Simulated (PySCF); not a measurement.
Si(OH)2(NH2)2, SMILES [Si](O)(N)(O)N, PBE0/def2-SVP optimised geometry.

```
11

N      1.30    -0.80     0.00
Si    -0.40    -0.80     0.00
N     -1.00     0.80     0.00
O     -1.19    -1.44    -1.33
O     -0.73    -1.76     1.33
H      1.85    -0.25    -0.65
H      1.84    -1.50     0.49
H     -0.69     1.50     0.66
H     -1.85     1.06    -0.49
H     -0.98    -2.36    -1.51
H     -1.66    -1.91     1.49
```

Density from PBE0/def2-TZVP in PySCF at that geometry.

Minimum of the electron density along straight lines between bonded atoms, close to the bond critical point (lines longer than 1.1 times the sum of covalent radii, or with two minima, are not listed):

```csv
bond,length / Å,ρ at the minimum / e bohr⁻³,∇²ρ there / e bohr⁻⁵,position (fraction from the first atom)
N1–Si2,1.706,0.138,0.60,0.60
Si2–N3,1.706,0.138,0.60,0.40
Si2–O4,1.670,0.134,0.74,0.41
Si2–O5,1.670,0.134,0.74,0.41
N1–H6,1.010,0.334,-1.65,0.74
N1–H7,1.011,0.333,-1.66,0.74
N3–H8,1.010,0.334,-1.65,0.74
N3–H9,1.011,0.333,-1.66,0.74
O4–H10,0.961,0.357,-2.42,0.81
O5–H11,0.961,0.357,-2.42,0.81
```
